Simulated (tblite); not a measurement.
C5H11O2 (doublet state).
Bonds: C1–O2, O2–C3, C3–C4, C4–C5, C5–C6, C6–O7. Hydrogens: H8, H9, H10 on C1; H11, H12 on C3; H13 on C4; H14, H15 on C5; H16, H17 on C6; H18 on O7.

The geometry is computed with GFN2-xTB (gas phase). This method treats the open shell by occupation alone, without spin polarisation.

**Question.** What internal coordinates does the optimisation give?

**Answer.** 
```csv
bond,length (Å)
C1–O2,1.402
O2–C3,1.437
C3–C4,1.479
C4–C5,1.475
C5–C6,1.558
C6–O7,1.396
C1–H8,1.097
"C1–H9, C1–H10",1.093
"C3–H11, C3–H12",1.101
C4–H13,1.076
"C5–H14, C5–H15",1.093
"C6–H16, C6–H17",1.095
O7–H18,0.970
```

Bonds in one row agree within 0.01 Å and their mean is given. A selection of angles:
```csv
angle,degrees
O2–C1–H8,111.3
O2–C1–H10,106.6
H8–C1–H9,108.7
C1–O2–C3,113.4
O2–C3–C4,108.7
O2–C3–H11,108.9
O2–C3–H12,108.4
C4–C3–H11,111.4
H11–C3–H12,108.6
C3–C4–C5,121.2
C3–C4–H13,117.1
C5–C4–H13,119.2
C4–C5–C6,112.2
C4–C5–H14,111.0
C4–C5–H15,109.9
C6–C5–H14,106.0
C6–C5–H15,109.0
H14–C5–H15,108.6
C5–C6–O7,112.9
C5–C6–H16,109.0
O7–C6–H16,110.7
O7–C6–H17,106.6
H16–C6–H17,108.7
C6–O7–H18,107.2
```

Torsions: C1–O2–C3–C4 -178° (antiperiplanar); O2–C3–C4–C5 -88° (synclinal); C3–C4–C5–C6 51° (synclinal); C4–C5–C6–O7 54° (synclinal); H18–O7–C6–C5 -65° (synclinal). The mirror-image conformer, all signs reversed, is as good.

O2 (oxygen bonded to 2 C) is bent (angle 113.4°). The 3 C–O bonds span 1.396 Å (C6–O7, drawn single) to 1.437 Å (O2–C3, drawn single), a spread of 0.041 Å. C4 (carbon bonded to 2 C and H) is almost planar (angles 121.2°, 119.2° and 117.1°, sum 357.5°, 0.12 Å off the plane of its three neighbours). H18 on O7 lies 2.11 Å from O2, 6 bonds away (angle at H 146°; Bondi radii sum to 2.72 Å). The 3 C–C bonds span 1.475 Å (C4–C5, drawn single) to 1.558 Å (C5–C6, drawn single), a spread of 0.083 Å. Of the pairs four or more bonds apart, those above aside, C4···H18 is among the closest relative to their van der Waals radii: 2.60 Å, 90 % of the sum of Bondi's values.

Point group: C1 (no symmetry element, even within 0.4 Å). Its GFN2-xTB frequencies are all real (lowest 62 cm⁻¹). Torsions: C1–O2–C3–C4 -178°, O2–C3–C4–C5 -88°, C3–C4–C5–C6 51°, C4–C5–C6–O7 54°, C5–C6–O7–H -65°. 3 starts were optimised and ended at 0.00, 1.68 and 3.91 kcal/mol (GFN2-xTB); the lowest of these is shown.
